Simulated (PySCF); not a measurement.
Input file for PySCF: R-B3LYP/6-31G* on CH9NSi (a complex), monomers drawn apart or pushed together.

```python
from pyscf import gto, scf, dft, mp
from pyscf.data.elements import chemcore

mol = gto.M(
    atom='''
    Si   -0.02219163   -0.12477800   -0.06855816
    H     0.04119118    1.22432503    0.53590559
    H     0.28310070   -0.03283706   -1.51421110
    H    -1.38115579   -0.68414839    0.11005087
    H     0.96689538   -1.00720420    0.58927622
    C     0.70486151    0.28454008    4.24957798
    N    -0.61113099   -0.26937373    3.94090524
    H     1.25402170   -0.42259754    4.87308530
    H     0.58114198    1.19999981    4.83009473
    H     1.32863008    0.52010113    3.37681232
    H    -0.53466794   -1.13510635    3.42190612
    H    -1.15986251    0.37232075    3.38247813
    ''',
    basis='6-31g*',
    cart=True,
    charge=0, spin=0, verbose=3, max_memory=1800)
mf = dft.RKS(mol, xc='b3lyp')
mf.conv_tol = 1e-8
mf.max_cycle = 100
mf.kernel()
if not mf.converged:
    mf = mf.newton().run(mf.mo_coeff, mf.mo_occ)
```

Give the final energy of this run.

-387.7380 hartree.
